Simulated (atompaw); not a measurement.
**Before and after: PAW (atompaw) potential for manganese (Mn)**

atompaw 4.2.0.5 input, output lines left out:

```
Mn 25
GGA-PBE scalarrelativistic loggrid 1500 logderivrange -9 5 351
4 4 3 0 0 0
4 0 1.5
4 1 0
3 2 5
0 0 0
c
c
v
v
c
v
v
v
2
2.25 2.05 1.55 1.55
n
n
y
-0.35
n
custom polynom vanderbiltortho sinc
3 0 troulliermartins
1.15
1.30
1.60
2.25
2.25
2.25
```

Change: local potential troulliermartins scheme with l = 3 at 0 Ry, radius 2.08 bohr.

Cutoffs: the cutoffs (Ry, on a coarse ladder) from which the occupation-weighted sum of valence levels, in a spherical-Bessel basis at the reference potential, stays within 10 and 1 mRy of its value at 400 Ry; they do not see the model core or the augmentation charge, which bear on the density cutoff.

Question: What does the change do?

Answer: The potential gets neither clearly harder nor softer (45 Ry and 60 Ry → 45 Ry and 60 Ry); the s channel sets the loose cutoff, while the largest relative change is in p, which becomes softer; the range in which the p phases agree widens (upper end 0.4 → at the end of the scan); neither file shows a bound ghost.

```tsv
quantity	base	changed
cutoff, loose	45 Ry	45 Ry
cutoff, tight	60 Ry	60 Ry
loose cutoff by channel (10 mRy a level)	s 25 Ry, p 30 Ry, d 18 Ry	s 25 Ry, p 25 Ry, d 18 Ry
bound ghosts	none	none
s: phases at 2.27 bohr within 0.05 rad from the reference energy up to (Ry; the scan ends near 5)	to the end of the scan	to the end of the scan
p: phases at 2.27 bohr within 0.05 rad from the reference energy up to (Ry; the scan ends near 5)	0.4	to the end of the scan
d: phases at 2.27 bohr within 0.05 rad from the reference energy up to (Ry; the scan ends near 5)	2.0	1.7
lowest overlap eigenvalue by channel	s 0.47, p 0.58, d 0.94	s 0.60, p 0.61, d 0.95
```

 The cutoffs see the waves, projectors and local potential, not the compensation charge or the core.
